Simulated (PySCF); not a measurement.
Structure with atom numbers: `[CH3:1][C:2](=[O:3])[NH:4]/[CH:5]=[CH:6]/[O:7][SiH3:8]` (H(Xn): hydrogen on atom n).

GIAO PBE0/pcSseg-1 shifts (PySCF 2.14.0 with density-fitted response routines, gas phase, non-relativistic, equivalent atoms averaged), each against references optimised in the same way as the molecule (TMS, H2O, NH3).

On the GFN2-xTB geometry: C2 165.4, C6 136.0, C5 114.3, C1 24.2, O3 437.2, O7 63.2, N4 143.1, Si8 -41.4, H(C5) 6.81, H(C6) 6.60, H(N4) 5.64, H(Si8) 4.96, H(C1) 1.92 ppm.

Question: What changes on the PBE0-D3(BJ)/def2-SVP geometry?

Answer: 
| atoms | δ (ppm) | change |
| --- | --- | --- |
| C2 | 164.4 | -1.0 |
| C6 | 136.8 | +0.8 |
| C5 | 113.4 | -0.9 |
| C1 | 23.2 | -1.0 |
| O3 | 443.2 | +6.0 |
| O7 | 68.2 | +5.0 |
| N4 | 143.1 | +0.0 |
| Si8 | -34.5 | +6.9 |
| H(C5) | 6.78 | -0.03 |
| H(C6) | 6.49 | -0.11 |
| H(N4) | 5.29 | -0.35 |
| H(Si8) | 4.89 | -0.07 |
| H(C1) | 1.85 | -0.07 |

Part of each change is the reference's own: σ(TMS, C) goes from 186.9 to 184.4 ppm, σ(H2O, O) goes from 336.1 to 334.6 ppm, σ(NH3, N) goes from 267.7 to 265.7 ppm, σ(TMS, Si) goes from 349.2 to 352.0 ppm, σ(TMS, H) goes from 31.72 to 31.27 ppm.

Bonds between heavy atoms that differ most (equivalent bonds averaged): O7–Si8 1.631 → 1.680 Å, C5–C6 1.329 → 1.340 Å, C6–O7 1.344 → 1.352 Å, C2–N4 1.367 → 1.373 Å, C2–O3 1.209 → 1.213 Å. Mean change of bonds to hydrogen: C–H +0.013 Å, N–H +0.003 Å, Si–H +0.031 Å.
